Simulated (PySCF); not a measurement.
Input of a run (PBE0-D3(BJ)/def2-SVP geometry optimisation, gas phase (PySCF 2.14.0)), started from GFN2-xTB:
```
{"job": {"xc": "PBE0", "basis": "def2-SVP", "d3": "d3bj", "grid": 1, "shake": 0.01, "kind": "geom"}, "charge": 0, "multiplicity": 1}
O      1.273810     1.189070    -0.770900
C      0.845860     0.218050    -0.302710
F      1.597810    -0.854290    -0.103660
C     -0.565510    -0.073840     0.173800
F     -0.624850    -0.393450     1.463910
F     -1.124370    -1.096170    -0.501910
F     -1.368810     0.981530    -0.008470
```

Output (energies in Eh, forces in Eh/bohr):
```
step   0  E = -549.85022748  max force = 0.051748
step   1  E = -549.84844302  max force = 0.036652
step   2  E = -549.85189095  max force = 0.013260
step   3  E = -549.85269930  max force = 0.011898
step   4  E = -549.85354874  max force = 0.003108
step   5  E = -549.85361067  max force = 0.001431
step   6  E = -549.85362054  max force = 0.000650
step   7  E = -549.85362321  max force = 0.000158
optimisation converged
```

**Question.** Summarise the run.

**Answer.** The energy falls by 2.1 kcal/mol over 8 energy and gradient evaluations, the largest force component goes from 0.0517 to 1.6e-04 Eh/bohr, and the atoms move by 0.031 Å rms after alignment. The bond that changes most is C4–F7 (CF3 carbon to fluorine of a CF3 group), which shortens by 0.021 Å. Bonds longer at the end by more than 0.005 Å: 2 of 6; shorter: 2. Among the angles that change most is C2–C4–F5, from 113.1° to 109.8°. The energy rose by more than 1e-6 Eh at step 1.

**Question.** What are the final bond lengths?

**Answer.** O1=C2 1.175 Å, C2–F3 1.323 Å, C2–C4 1.537 Å, C4–F5 1.327 Å, C4–F6 1.328 Å, C4–F7 1.317 Å. Numbering counts from 1 in the input's order; the species is `O=C(F)C(F)(F)F`.

The run used 98 basis functions and 61 SCF cycles in all. The run took 24 s on one thread, Arm Neoverse V1 (aarch64), no GPU, shared host with 64 logical CPUs at a one-minute load of 25, and the process peaked at 0.40 GiB of memory.

PBE0-D3(BJ)/def2-SVP frequencies: not computed here.

The values belong to the conformer `[O:1]=[C:2]([F:3])[C:4]([F:5])([F:6])[F:7]`: O1–C2–C4–F5 -123°.
